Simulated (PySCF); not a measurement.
# Relaxation of singlet ZrCl₄

Method: PBE0/[Zr def2-TZVP with ECP28, Cl def2-TZVP], scalar-relativistic core potentials, density fitting, no spin–orbit coupling, PySCF. A (50,194) grid was used.

A hand-made square planar start, of D4h symmetry, held to at least that symmetry:

```xyz
5
charge 0 multiplicity 1, angstrom
Zr    0.0000    0.0000    0.0000
Cl    2.5300    0.0000    0.0000
Cl    0.0000    2.5300    0.0000
Cl   -2.5300    0.0000    0.0000
Cl    0.0000   -2.5300    0.0000
```

Optimiser trace:
| step | E − E(last) (kJ/mol) | largest gradient (Eh/bohr) |
| --- | --- | --- |
| 0 | 75.62 | 0.04159 |
| 1 | 15.81 | 0.02142 |
| 2 | 1.08 | 0.00633 |
| 3 | 0.02 | 0.00089 |
| 4 | 0.00 | 0.00003 |

It ends at D4h with Zr–Cl 2.366 Å (×4); Cl–Zr–Cl 90.0° (×4), Cl–Zr–Cl 180.0° (×2). A frequency run shows 1 imaginary mode, down to 108i cm⁻¹, so it is a saddle point. Other isomers or separated fragments may lie lower.

Final geometry:
```xyz
5
charge 0 multiplicity 1, angstrom
Zr    0.0000    0.0000    0.0000
Cl    2.3656    0.0000    0.0000
Cl    0.0000    2.3656    0.0000
Cl   -2.3656    0.0000    0.0000
Cl    0.0000   -2.3656    0.0000
```
